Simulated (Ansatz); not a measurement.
Stepwise substitution at one centre (In NH2-SH). All species are isolated molecules in the gas phase. One relaxed conformer stands for each flexible species; it need not be the lowest. Strings in code marks are SMILES.

Quantity: redistribution energy (mixed species minus the weighted end members), in kcal/mol.

Case: 2 of 3 NH2 replaced by SH: `[NH2][In]([SH])[SH]`. The other species in the difference include `[NH2][In]([NH2])[NH2]` (neutral, multiplicity 1). Geometry of `[NH2][In]([SH])[SH]` (neutral, multiplicity 1, Å):

```xyz
8

N     -1.6191    -0.7338     0.6005
In     0.2945    -0.0657     0.4410
S      2.0932    -1.6540     0.3613
S      0.8058     2.2809     0.5589
H     -2.3394    -0.1076     0.2667
H     -1.7951    -1.6613     0.2371
H      3.0430    -0.7037     0.3925
H     -0.4829     2.6451     0.6818
```

**Question.** What redistribution energy (mixed species minus the weighted end members) does frozen-core CCSD(T)/def2-TZVPP // B3LYP-D3(BJ)/def2-TZVP (Ansatz, an electronic-structure program) give?

**Answer.** -0.52 kcal/mol.
